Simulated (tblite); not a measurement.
C4H14GeN2.
Atom-mapped SMILES: `[CH3:1][C@@H:2]([GeH2:3][NH2:4])[N:5]([CH3:6])[CH3:7]` (hydrogens: H8, H9, H10 on C1; H11 on C2; H12, H13 on Ge3; H14, H15 on N4; H16, H17, H18 on C6; H19, H20, H21 on C7)

Computed with GFN2-xTB (tblite), gas phase: L-BFGS steps from a force-field or distance-geometry start until the largest atomic force falls under 0.01 eV/Å.

At the end of the run (lengths in Å): C2–N5 1.455, N4–H15 1.009, Ge3–N4 1.811, N4–H14 1.011, Ge3–H12 1.509, N5–C6 1.449, C1–H8 1.088, C2–Ge3–N4 105.3°, C1–C2–Ge3 113.5°, C2–N5–C6 113.8°, Ge3–C2–N5 107.8°, C1–C2–Ge3–N4 176°, C1–C2–N5–C6 75°, H14–N4–Ge3–C2 -38°, H12–Ge3–N4–H14 -158°.

Question: These geometries were met on the way; a selection of coordinates is given. Order them by energy above the end point, lowest first.
A. C2–N5 1.454, N4–H15 1.010, Ge3–N4 1.815, N4–H14 1.010, Ge3–H12 1.505, N5–C6 1.449, C1–H8 1.089, C2–Ge3–N4 110.6°, C1–C2–Ge3 109.9°, C2–N5–C6 112.6°, Ge3–C2–N5 110.0°, C1–C2–Ge3–N4 177°, C1–C2–N5–C6 78°, H14–N4–Ge3–C2 -56°, H12–Ge3–N4–H14 -176°
B. C2–N5 1.455, N4–H15 1.011, Ge3–N4 1.819, N4–H14 1.011, Ge3–H12 1.511, N5–C6 1.450, C1–H8 1.088, C2–Ge3–N4 109.7°, C1–C2–Ge3 110.3°, C2–N5–C6 113.5°, Ge3–C2–N5 110.0°, C1–C2–Ge3–N4 178°, C1–C2–N5–C6 78°, H14–N4–Ge3–C2 -54°, H12–Ge3–N4–H14 -174°
C. C2–N5 1.469, N4–H15 1.004, Ge3–N4 1.838, N4–H14 1.007, Ge3–H12 1.528, N5–C6 1.456, C1–H8 1.086, C2–Ge3–N4 109.8°, C1–C2–Ge3 109.7°, C2–N5–C6 112.5°, Ge3–C2–N5 110.1°, C1–C2–Ge3–N4 176°, C1–C2–N5–C6 79°, H14–N4–Ge3–C2 -61°, H12–Ge3–N4–H14 179°
D. C2–N5 1.496, N4–H15 1.047, Ge3–N4 1.848, N4–H14 1.047, Ge3–H12 1.542, N5–C6 1.480, C1–H8 1.119, C2–Ge3–N4 109.4°, C1–C2–Ge3 109.8°, C2–N5–C6 111.1°, Ge3–C2–N5 109.3°, C1–C2–Ge3–N4 176°, C1–C2–N5–C6 80°, H14–N4–Ge3–C2 -64°, H12–Ge3–N4–H14 177°
E. C2–N5 1.456, N4–H15 1.014, Ge3–N4 1.811, N4–H14 1.014, Ge3–H12 1.506, N5–C6 1.447, C1–H8 1.086, C2–Ge3–N4 110.5°, C1–C2–Ge3 110.1°, C2–N5–C6 112.9°, Ge3–C2–N5 110.4°, C1–C2–Ge3–N4 177°, C1–C2–N5–C6 78°, H14–N4–Ge3–C2 -58°, H12–Ge3–N4–H14 -179°

Answer: B (0.026 eV), A (0.043 eV), E (0.077 eV), C (0.148 eV), D (0.326 eV).

| step | E above end (eV) | rms distance from the end, all atoms (Å) | largest force (eV/Å) | rms shift of all bonds from the end (Å) |
| --- | --- | --- | --- | --- |
| 15 | 0.026 | 0.147 | 0.076 | 0.003 |
| 9 | 0.043 | 0.159 | 0.145 | 0.003 |
| 5 | 0.077 | 0.167 | 0.297 | 0.006 |
| 2 | 0.148 | 0.175 | 0.643 | 0.011 |
| 0 | 0.326 | 0.181 | 1.437 | 0.026 |

Rows stand in the order of the answer.
